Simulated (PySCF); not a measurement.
Identify the unknown among the candidates.

All candidates are C5H6FN.

- Polarisability: 67.8 au [PBE0/def2-SVPD]
- Triplet: lowest triplet excitation (Tamm–Dancoff): 3.74 eV [TDA PBE0/def2-SVPD]
- Rotational structure: rotational constants A, B, C: 7.165, 1.389, 1.270 GHz [GFN2-xTB]
- Dipole: 5.64 D [PBE0/def2-SVPD]
- UV, first state: lowest singlet excitation: 6.22 eV (199 nm, f = 0.503) [TDDFT PBE0/def2-SVPD]

Gas-phase values; electronic properties from PySCF, density fitting. Levels stand in brackets. One conformer (not necessarily the lowest) at the GFN2-xTB geometry, without solvent, vibrations or thermal averaging.

Question: Which candidate is it?
A. `C/C(F)=C(/C)C#N`
B. `FCc1ccc[nH]1`
C. `Cn1cccc1F`
D. `CC/C(F)=C/C#N`

Answer: D. It is `CC/C(F)=C/C#N`. Numbering: `[CH3:1][CH2:2]/[C:3]([F:4])=[CH:5]/[C:6]#[N:7]`. Its formula, C5H6FN, gives 3 degrees of unsaturation: 0 rings and 3 π bonds in the structure found. S1 is mainly HOMO→LUMO (weight 0.92); the largest Löwdin shares of the orbital it empties are 0.27 on the alkene CH carbon, 0.22 on the vinylic C–F carbon, 0.20 on the nitrile nitrogen and 0.13 on the nitrile carbon, of the orbital it fills 0.31 on the vinylic C–F carbon, 0.20 on the alkene CH carbon, 0.15 on the nitrile nitrogen and 0.13 on the nitrile carbon. The optimised geometry has point group C1 and is an asymmetric top.

The others, at the same levels:
- `C/C(F)=C(/C)C#N` fails: its computed static isotropic polarisability is 66.1 au (against 67.8 au), rotational constant A is 3.910 GHz (against 7.165 GHz) and smallest rotational constant is 1.431 GHz (against 1.270 GHz).
- `FCc1ccc[nH]1` fails: its computed lowest singlet excitation is 5.80 eV (214 nm, f = 0.066) (against 6.22 eV), lowest triplet excitation (Tamm–Dancoff) is 4.21 eV (against 3.74 eV) and static isotropic polarisability is 65.2 au (against 67.8 au).
- `Cn1cccc1F` fails: its computed lowest singlet excitation is 5.62 eV (221 nm, f = 0.000) (against 6.22 eV), lowest triplet excitation (Tamm–Dancoff) is 4.37 eV (against 3.74 eV) and static isotropic polarisability is 63.9 au (against 67.8 au).

Each candidate is one conformer, not necessarily the lowest. Dipoles, sizes and rotational constants follow the conformer. The torsions of the flexible species, by atom-mapped SMILES:
- `[CH3:1][CH2:2]/[C:3]([F:4])=[CH:5]/[C:6]#[N:7]`: C1–C2–C3–F4 -69°
- `[F:1][CH2:2][c:3]1[cH:4][cH:5][cH:6][nH:7]1`: F1–C2–C3–C4 122°
